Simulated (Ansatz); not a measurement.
Gas-phase electronic energies from Ansatz, PBE0-D4/def2-TZVP geometries. CCSD(T)/CBS adds triple-zeta CCSD(T) − MP2 to the extrapolated MP2 energy (def2 sets, frozen cores). Functionals use def2-TZVPP. For Br outer-core shells are correlated without core-valence functions, which leaves a few kJ/mol of doubt a bond. Scalar relativity is left out up to krypton. Each species was taken in one conformer, which may not be the lowest.

Reaction (cleavage of the Si–Si bond): `C[Si](O)([SiH3])S` + `C[Si](O)(O)Br` → `C[Si](O)(Br)O[SiH3]` + `C[SiH](O)S`

Q: Is it downhill or uphill in electronic energy at CCSD(T)/CBS, and by how much? (Best estimate.)

A: Computed: Downhill: ΔE = -1.14 eV.

Q: What do these levels give: ωB97X-V, PBE0, MP2/def2-TZVPP, CCSD/def2-TZVPP, HF/def2-QZVPP, HF/CBS(def2)? (Best estimate.)

A: Ansatz gave: ωB97X-V -1.11, PBE0 -0.94, MP2/def2-TZVPP -1.20, CCSD/def2-TZVPP -1.19, HF/def2-QZVPP -1.46, HF/CBS(def2) -1.47 eV.

Largest T1 diagnostic among the species: 0.012.

From PBE to PBE0 (25 % exact exchange), in def2-TZVPP and without D4, ΔE moves by −0.10 eV. In def2-TZVPP, CCSD(T) changes the Hartree–Fock value by +0.29 eV (the triples alone add +0.04 eV) and MP2 by +0.23 eV.
